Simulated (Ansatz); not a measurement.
Born–Oppenheimer molecular dynamics of FH₃HfO₃ (8 atoms, charge 0, multiplicity 1). It starts at the highest image of a converged band. Of that band: Neighbouring images differ by up to 1.5 eV, so the band resolves the path poorly. A vibrational analysis at the climbing image gives one clearly imaginary mode, 124i cm⁻¹: a first-order saddle point.

The calculation used Ansatz, UKS PBE-D4/def2-SVP.

```
ensemble                      : NVE (velocity Verlet)
time step                     : 0.5 fs
steps asked                   : 200
starting velocities drawn for : 300 K
seed                          : 7268
```

First frame:

```xyz
8
Properties=species:S:1:pos:R:3
Hf -0.953 0.703 0.213
F 0.942 -1.414 -0.613
O -0.941 -0.055 -1.438
H 0.225 -1.024 -1.177
O 0.539 1.964 0.338
O -0.811 -0.735 1.533
H 1.349 2.128 -0.172
H -0.348 -1.567 1.315
```

**Question.** How far do the bonds stretch over the last three quarters of this one trajectory? (Pairs bonded in most of those frames.)

**Answer.** 
```
  bond  mean (Å)  spread (Å)  shortest  longest
Hf1–O3     1.816       0.006      1.81     1.83
Hf1–O5     1.950       0.023      1.92     1.99
Hf1–O6     1.942       0.011      1.93     1.96
Hf1–H8     2.499       0.062      2.40     2.61
 F2–H4     0.995       0.013      0.97     1.01
 O5–H7     0.977       0.037      0.92     1.03
 O6–H8     0.993       0.021      0.96     1.03
```

Mean temperature of the second half: 243 K. The conserved energy stayed within 0.37 meV per atom of its start (net change 0.19 meV per atom), so the integration is sound. A run of 0.1 ps of so small a system gives no equilibrium averages. The orbitals stay closed-shell, which can raise the energy where a bond breaks towards radicals; this wasn't checked here.

Run time: 11 min on 4 threads of Arm Neoverse N1 (shared host), peak memory 0.2 GiB.
